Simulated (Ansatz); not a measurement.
Total energies of Cl$_{2}$H$_{2}$O$_{2}$Si$_{2}$.

Cartesian coordinates in Å:
```
Cl 2.158 -1.211 1.293
Si 1.055 -0.480 -0.236
O -0.515 -1.037 -0.261
Si -1.065 0.515 -0.002
Cl -2.035 0.756 1.756
O 0.505 1.074 0.013
H 1.799 -0.677 -1.486
H -1.903 1.060 -1.077
```

Total charge 0; spin multiplicity 1. All single points use the PBE0-D4/def2-TZVP geometry. Basis def2-TZVPP, the Gaussian-basis code of Ansatz.

RPA on PBE orbitals: Hartree–Fock energy of these orbitals -1648.07985 Eh, correlation -1.69386 Eh (frozen core).

```csv
functional,kind,energy without D4 (Eh),D4 term (kJ/mol)
LDA (SPW92),LDA,-1645.08318,–
PBE,GGA,-1650.59286,-29.0
revPBE,GGA,-1651.07243,-77.1
r2SCAN,meta-GGA,-1651.25213,-6.8
B97M-V,meta-GGA with VV10,-1651.00180,–
PBE0,"global hybrid, 25 % exact exchange",-1650.72389,-24.8
B3LYP,"global hybrid, 20 %",-1651.49082,-47.4
r2SCAN0,"meta-GGA hybrid, 25 %",-1651.21579,-8.2
HSE06 (plane-wave form),screened hybrid,-1650.68944,-23.4
CAM-B3LYP,range-separated hybrid,-1651.42714,-25.7
LC-ωPBE,long-range corrected hybrid,-1650.90437,–
ωB97X-V,range-separated hybrid GGA with VV10,-1651.15297,–
ωB97M-V,range-separated hybrid meta-GGA with VV10,-1651.31919,–
PBE-QIDH,double hybrid,-1650.37727,–
```

Question: Give the same for BLYP, r2SCANh, BHLYP, B2PLYP. (An estimate is asked.)

Answer: Ansatz gave: 
```csv
functional,kind,energy without D4 (Eh),D4 term (kJ/mol)
BLYP,GGA,-1651.38950,-62.7
r2SCANh,"meta-GGA hybrid, 10 %",-1651.23703,-7.4
BHLYP,"global hybrid, 50 %",-1651.36360,-39.7
B2PLYP,double hybrid,-1650.84305,–
```

B3LYP takes the VWN-RPA correlation (the form of Gaussian; ORCA's B3LYP/G). HSE06 is the plane-wave form, built on full-range PBE exchange. The double hybrids freeze the cores in their second-order part.

LC-ωPBE has ω = 0.4 bohr⁻¹.
